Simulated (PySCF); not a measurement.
**[LaH4]− at several levels of theory**

Computed with PySCF 2.14.0 (density fitting, no spin-orbit coupling) at the geometry relaxed with PBE0:

```xyz
5
[LaH4]− (singlet)
La    0.0000    0.0000    0.0000
H     1.2805    1.2805    1.2805
H    -1.2805   -1.2805    1.2805
H     1.2805   -1.2805   -1.2805
H    -1.2805    1.2805   -1.2805
```

| level | basis | state | HOMO (eV) | gap (eV) | charge on La1 (e) | population of f-type functions on La1 (polarisation alone where 4f lies in the core) | dipole about the centre of mass (D) | largest force component (eV/Å) |
| --- | --- | --- | --- | --- | --- | --- | --- | --- |
| PBE0 | La lcecp-1-SVP with ECP46, H def2-SVP | singlet | -2.15 | 5.63 | 0.32 | 0.03 | 0.00 | 0.00 |
| BP86 | the same | singlet | -1.11 | 3.68 | 0.13 | 0.02 | 0.00 | 0.03 |
| PBE0 | La lcecp-1-TZVP with ECP46, H def2-TZVP | singlet | -2.18 | 5.66 | 0.57 | 0.04 | 0.00 | 0.00 |

In the lcecp rows the 4f levels are missing from HOMO and gap, and the state counts the valence alone.

Charges are Mulliken's, which hang on the basis. The relaxation used the grid (50, 194), these runs (75, 302) or, all-electron (x2c bases, spin-free X2C Hamiltonian), (99, 590).

What does M06-L with La lcecp-1-SVP with ECP46, H def2-SVP give here?

state singlet, HOMO (eV) -1.27, gap (eV) 4.56, charge on La1 (e) 0.63, population of f-type functions on La1 (polarisation alone where 4f lies in the core) 0.02, dipole about the centre of mass (D) 0.00, largest force component (eV/Å) 0.07. Time: 2 s on 2 threads of Arm Neoverse V1, on a shared host, from an already converged density.

In the first row's basis the gap widens with exact exchange: 3.7 to 4.6 eV for BP86, M06-L (none); 5.6 eV for PBE0 (a fixed share).
